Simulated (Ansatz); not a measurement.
`[CH3][Ti]([CH3])([CH3])[F]` + `CC1=CC(C)=[O+][B-](O)(F)O1` → `CC1=CC(C)=[O+][Ti-]([CH3])([CH3])([CH3])[O]1` + `OB(F)F`  (redistribution)

Isolated molecules relaxed with PBE0-D4/def2-TZVP in Ansatz; ΔE leaves out vibrations. CCSD(T)/CBS adds triple-zeta CCSD(T) − MP2 to the extrapolated MP2 energy (def2 sets, frozen cores). This one scheme is used for every species. DFT in def2-TZVPP. For Ti outer-core shells are correlated without core-valence functions, which leaves a few kJ/mol of doubt a bond. Scalar relativity is left out up to krypton. Each species was taken in one conformer, which may not be the lowest.

```tsv
level	ΔE (kJ/mol)
BLYP	-1.2
r2SCANh	1.6
```

Problem. What does CCSD(T)/CBS give? (Best estimate.)

Solution. Computed: -21.2 kJ/mol. The listed levels differ from it by 20.0, 22.8 kJ/mol.

Largest T1 diagnostic among the species: 0.020, so the coupled-cluster value is less sure than usual.

In def2-TZVPP, CCSD(T) changes the Hartree–Fock value by −4.7 kJ/mol (the triples alone add −3.4 kJ/mol) and MP2 by −6.8 kJ/mol. Leaving LDA and LC-ωPBE aside and taking each functional with its dispersion term where it has one, the values, not all of them listed here, spread over 14.3 kJ/mol, from BHLYP-D4 to revPBE-D4.
